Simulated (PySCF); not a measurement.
## Polarisability and C₆ of Sb³⁺ (antimony, charge +3)

[Kr] 4d10 5s2, closed-shell 1S. Calculation: PySCF 2.14, in ANO-RCC-VDZP (6s5p3d1f, 43 functions); scalar relativity by spin-free X2C-1e. Coupled (time-dependent) response in atomic units; α is the mean over directions. The basis has no added diffuse functions, which lowers α and C₆. A double-zeta set is small for polarisabilities.

```csv
method,mean α (bohr³),C₆ (like pair),S(−4)
UHF,12.46,58.98,66.06
PBE,10.33,46.27,44.15
PBE0,10.84,49.14,49.00
wB97M-V,11.27,51.42,54.22
PW91,10.31,46.12,43.96
```

S(−4) is the Cauchy moment in α(ω) = α(0) + S(−4) ω² + …

α(iu) at UHF:

| u (hartree) | α(iu) (bohr³) |
| --- | --- |
| 0 | 12.46 |
| 0.0500 | 12.30 |
| 0.100 | 11.84 |
| 0.200 | 10.33 |
| 0.300 | 8.600 |
| 0.500 | 5.838 |
| 0.750 | 3.891 |
| 1.00 | 2.864 |
| 1.50 | 1.871 |
| 2.00 | 1.391 |
| 3.00 | 0.8993 |
| 5.00 | 0.4681 |

A single London oscillator, α(iu) = α/(1 + u²/ω²), gives C₆ = (3/4) ω α². Matching the computed C₆ needs ω = 4 × 58.98 / (3 × 12.46²) = 0.507 hartree.

For an ion, C₆ is the dispersion term alone; charge-induced terms of lower order in 1/R come first.
